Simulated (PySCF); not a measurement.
H$_{2}$AlFS$_{2}$, SMILES `[F][Al]([SH])[SH]` (S–Al–S–H torsion 0°, S–Al–S–H torsion -179°), neutral singlet in the gas phase. 

Z-matrix (Å, degrees):
```
Al
F 1 1.6629
S 1 2.1795 2 117.99
H 3 1.3563 1 91.26 2 -179.90
S 1 2.1831 2 119.45 3 -179.96
H 5 1.3562 1 91.37 2 0.50
```
Charge 0, multiplicity 1.

All levels are single points at this geometry (PBE-D3(BJ)/def2-TZVP); Pople sets use spherical d functions. Orbital energies aren't observables, and empty levels follow the basis.

B3LYP/3-21G in PySCF gives HOMO (eV) = -7.73.

Problem. Estimate the HOMO (eV) from each of these levels: PBE-D3(BJ)/def2-TZVP in PySCF; B3LYP/6-311+G** in PySCF; B3LYP/LANL2DZ in PySCF; BP86/6-31G* in PySCF; SVWN5/6-31G* in PySCF.

Solution. 
```json
[
 {"level": "PBE-D3(BJ)/def2-TZVP in PySCF", "HOMO (eV)": "-6.69"},
 {"level": "B3LYP/6-311+G** in PySCF", "HOMO (eV)": "-7.72"},
 {"level": "B3LYP/LANL2DZ in PySCF", "HOMO (eV)": "-7.88"},
 {"level": "BP86/6-31G* in PySCF", "HOMO (eV)": "-6.71"},
 {"level": "SVWN5/6-31G* in PySCF", "HOMO (eV)": "-6.71"}
]
```
